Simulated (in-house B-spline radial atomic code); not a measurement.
Ionising Ba⁸⁺ with different functionals

Computed with an all-electron radial atomic-structure program (B-spline basis): scalar-relativistic (spin-free X2C) Hamiltonian, Fermi nucleus of rms radius 4.8378 fm, spin-polarised at highest spin, spherical fractional occupations for the functionals, the average over the highest-spin determinants for Hartree-Fock. The ionisation energy is the difference of two self-consistent energies, [Kr] 4d10 5s2 → [Kr] 4d10 5s1, without Breit or QED terms; ε is the level of the shell that loses the electron (its least bound occupied spin orbital). There is no spin-orbit coupling in this Hamiltonian.

```tsv
method	rung	ΔSCF (eV)	-ε(5s) (eV)
Hartree-Fock	Hartree-Fock	128.45	128.68
HF fractional	Hartree-Fock	128.45	128.68
LDA VWN5	LDA	132.24	125.12
LDA PW92	LDA	132.23	125.11
LDA exchange-only	LDA	130.41	123.46
PBE	GGA	131.63	124.45
PBEsol	GGA	131.53	124.51
BLYP	GGA	131.85	124.62
RPBE	GGA	131.36	124.15
PW91	GGA	131.79	124.62
BP86	GGA	131.65	124.67
AM05	GGA	131.48	124.52
OLYP	GGA	131.26	124.05
TPSS	meta-GGA	130.99	124.07
SCAN	meta-GGA	130.68	124.63
r2SCAN	meta-GGA	130.53	124.30
revTPSS	meta-GGA	130.78	123.98
PBE0	global hybrid	131.07	125.78
B3LYP	global hybrid	131.63	125.87
TPSSh	global hybrid	130.84	124.64
BHandHLYP	global hybrid	130.84	127.25
r2SCAN0	global hybrid	130.37	125.76
B97-1	global hybrid	131.40	125.52
HSE06	range-separated hybrid	131.12	125.46
wB97X	range-separated hybrid	130.77	128.61
CAM-B3LYP	range-separated hybrid	131.60	127.72
LC-wPBE	range-separated hybrid	131.27	129.07
```

(1) Among the functionals, which spreads more, the ΔSCF values or the orbital energies?

(2) How do they compare with the NIST value?

Answers

(1) The orbital energies: ΔSCF values span about 1.86 eV and the orbital energies 5.61 eV.

(2) NIST lists 130.5 eV ± 0.6 (semi-empirical, ground level to ground level). Errors run from -2.05 to +1.74 eV; r2SCAN is closest (+0.03 eV), though others lie within the uncertainty of it, and part of that can be cancellation, since the calculations leave out Breit-QED terms. Hartree-Fock also lacks correlation.
